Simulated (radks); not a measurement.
Values are calculated unless marked as measured or tabulated.
Coulomb parameter of the 4d shell of the rhodium ion Rh2+ in the model configuration [Kr] 4d6 5s1, as a second difference U = [E(n + 0.5) + E(n - 0.5) - 2 E(n)] / (0.5)^2 with all orbitals relaxed. "Bare": the charge of the atom changes with n. "Screened": the 5s shell takes up the change at fixed total charge, which measures U(4d,4d) + U(5s,5s) - 2 U(4d,5s). Level of theory: scalar-relativistic Kohn-Sham, r2SCAN, spin-unpolarised, spherical densities, finite nucleus; meta-GGA in the generalised Kohn-Sham scheme; Fermi nuclear charge, rms radius 4.4945 fm (a radial shooting solver on a logarithmic mesh with Libxc functionals).

\begin{tabular}{lrr}
case & configuration & E - E(n) (eV) \\ \hline
start & [Kr] 4d6 5s1 & 0.000 \\
bare +0.5 & [Kr] 4d6.5 5s1 & -13.139 \\
bare -0.5 & [Kr] 4d5.5 5s1 & 16.504 \\
screened +0.5 & [Kr] 4d6.5 5s0.5 & -4.053 \\
screened -0.5 & [Kr] 4d5.5 5s1.5 & 4.473 \\
\end{tabular}

U(bare) = 13.460 eV, U(screened by 5s) = 1.680 eV, against the Slater integral F0(4d,4d) = 17.722 eV with frozen orbitals.
